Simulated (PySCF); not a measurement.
PySCF job for C2H5BF2O, SMILES C(F)B(OC)F, PBE/pcSseg-1. Geometry optimised at PBE0-D3(BJ)/def2-SVP. This is a generated structure with no PubChem entry under its InChIKey; it may be hypothetical. One conformer was computed; it need not be the lowest.

```python
import numpy as np
from pyscf import gto, scf, dft
from pyscf.prop.nmr import rks as nmr

mol = gto.M(
    atom='''
    C    -2.34548894    0.18572036    0.66425984
    O    -0.97422867    0.48674697    0.78799220
    B    -0.02728724   -0.01889427   -0.01873481
    F    -0.34550243   -0.85467475   -1.00415767
    C     1.47319315    0.40325478    0.23227151
    F     2.34310024   -0.18031031   -0.65710768
    H    -2.70387062   -0.25496958    1.60650593
    H    -2.90427999    1.11582669    0.48175997
    H    -2.53899622   -0.51778391   -0.15907083
    H     1.76736088    0.13459690    1.26433357
    H     1.56544603    1.50384041    0.16840800
    ''',
    basis='pcSseg-1',
    charge=0,
    spin=0,
    max_memory=1600,
    verbose=3,
)
mf = dft.RKS(mol, xc='pbe')
mf.grids.level = 3
mf.conv_tol = 1e-10
mf.max_cycle = 100
mf.kernel()
n = nmr.NMR(mf)
n.verbose = 2
n.max_cycle_cphf = 60
sigma = n.kernel()
print('atom   isotropic/ppm   span/ppm')
for i, s in enumerate(sigma):
    w = np.linalg.eigvalsh((s + s.T) / 2)
    print(f'{mol.atom_symbol(i):2s}{i + 1:3d} {w.mean():14.3f} {w[2] - w[0]:11.3f}')
```

Output:

```
converged SCF energy = -378.6314106604
atom   isotropic/ppm   span/ppm
C   1        127.838      84.341
O   2        214.767     263.691
B   3         67.880      36.364
F   4        247.962     373.794
C   5        105.589     111.938
F   6        464.615      60.966
H   7         27.614       9.990
H   8         27.614      10.003
H   9         26.670       8.855
H  10         26.741       8.130
H  11         26.741       8.131
```

Self-consistency was reached.
